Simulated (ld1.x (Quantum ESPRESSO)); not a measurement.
## Building the PAW potential for boron (PBE, scalar-relativistic).

ld1.x (Quantum ESPRESSO) 7.5 was run on this input:

```
&input
   title='B', zed=5., rel=1, dft='PBE', iswitch=3,
   config='[He] 2s2 2p1',
   nld=2, rlderiv=2.45, eminld=-3.0, emaxld=5.0, deld=0.02
 /
 &inputp
   pseudotype=3, lpaw=.true., tm=.true., lloc=-2, rcloc=1.20,
   nlcc=.true.,
   which_augfun='BG', rmatch_augfun=0.50,
   file_pseudopw='B.UPF', file_wfcaegen='ae.wfc', file_wfcncgen='nc.wfc', file_beta='beta', file_chi='chi', file_wfcusgen='us.wfc'
 /
4
2S  1  0   2.00   0.00  0.50  0.50  0.0
2S  1  0   0.00   0.10  0.50  0.50  0.0
2P  2  1   1.00   0.00  1.75  2.25  0.0
2P  2  1   0.00   0.55  1.75  2.25  0.0
 &test
   configts(1)='2s2 2p1'
 /
```

Command:

```bash
ld1.x < B.in > B.out
```

Resulting log (shortened: banner, matrices, multipoles, cross overlaps and the repeated all-electron block are left out):

```
[... start of the log left out ...]
     Ekin =      49.037301 Ry,      24.518651 Ha,     667.186471 eV
     Encl =    -113.771076 Ry,     -56.885538 Ha,   -1547.934352 eV
     Eh   =      23.125741 Ry,      11.562870 Ha,     314.641731 eV
     Exc  =      -7.598649 Ry,      -3.799325 Ha,    -103.384887 eV

     normalization and overlap integrals

     s(1S/1S) =  1.000000  <r> =   0.3294  <r2> =    0.1474  r(max) =   0.2103
     s(2S/2S) =  1.000000  <r> =   1.9516  <r2> =    4.5978  r(max) =   1.5152
     s(2P/2P) =  1.000000  <r> =   2.3015  <r2> =    6.8902  r(max) =   1.5731

     ------------------------ End of All-electron run ------------------------

     --------------------- Generating PAW atomic setup --------------------

      Generating local potential from pseudized AE potential:
      Matching radius rcloc =   1.2000
      Enforcing V''(0)=0 (lloc=-2)

      Local pseudo, rcloc= 1.210 Estimated cut-off energy=    19.75 Ry

      Computing core charge for nlcc:

       r > 0.69 : true rho core
       r < 0.69 : rho core = a sin(br)/r    a=   2.08  b=   3.83

      Integrated core pseudo-charge :   0.51
      Wfc-us  2P rcutus= 2.260  Estimated cut-off energy=    15.12 Ry
      Wfc-us  2P rcutus= 2.260  Estimated cut-off energy=    20.88 Ry

 %%%%%%%%%%%%%%%%%%%%%%%%%%%%%%%%%%%%%%%%%%%%%%%%%%%%%%%%%%%%%%%%%%%%%%%%%%%%%%
     Error in routine invmat (1):
     error in DGETRF
 %%%%%%%%%%%%%%%%%%%%%%%%%%%%%%%%%%%%%%%%%%%%%%%%%%%%%%%%%%%%%%%%%%%%%%%%%%%%%%

     stopping ...
```

The run stopped because a PAW channel has rcut = rcutus, so it is not pseudised and its block of the matrix B = ⟨φ|χ⟩ is zero.

The run took about 0.07 s on one core of a shared server CPU.
